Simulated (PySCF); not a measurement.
**Computed NMR parameters against published values**

Mapped SMILES: `[F:1][CH:2]([F:3])[O:4][c:5]1[cH:6][cH:7][cH:8][cH:9][cH:10]1` (H(Xn): hydrogen on atom n).

[PySCF: coordinates at the GFN2-xTB level; σ from GIAO-PBE0/pcSseg-1; non-relativistic; equivalent nuclei averaged; isolated molecule; one conformer]

Reference values: measured (G. Saielli, R. Bini, A. Bagno, Computational 19F NMR. 2. Organic compounds, RSC Adv. 2014, ESI (exp. from Berger-Braun-Kalinowski 1994 and Everett 1995)).
```tsv
atoms	quantity	reference	computed	computed, scaled
F1/F3	δ ¹⁹F vs CFCl3	-76.0	-97.1	-81.3
```

Reference values: measured (liquid, neat, 295 K; 17O NMR survey of organic solvents and oxofluorinated compounds, PMC5915748).
```json
{"atoms": "O4", "quantity": "δ ¹⁷O vs D2O (external)", "reference": "118.4", "computed": "–", "computed, scaled": "121.3"}
```

Computed shifts are σ(ref) − σ with the named reference compound (TMS for H and C) calculated as an isolated molecule at the same level. The measured values may be among those fitted. Shieldings were converted by a linear fit to measured shifts: ¹⁷O (scatter 10.7 ppm rms, 12.2 ppm with the 3 outliers that the fit left out vs liquid water, solution or neat liquid); ¹⁹F (scatter 6.0 ppm rms, 7.0 ppm with the 5 outliers that the fit left out vs CFCl3, solution or neat liquid, with a term for F on sp3 carbon). Occasional misses reach two or three times the rms, and more in compound classes unlike the fitted ones.
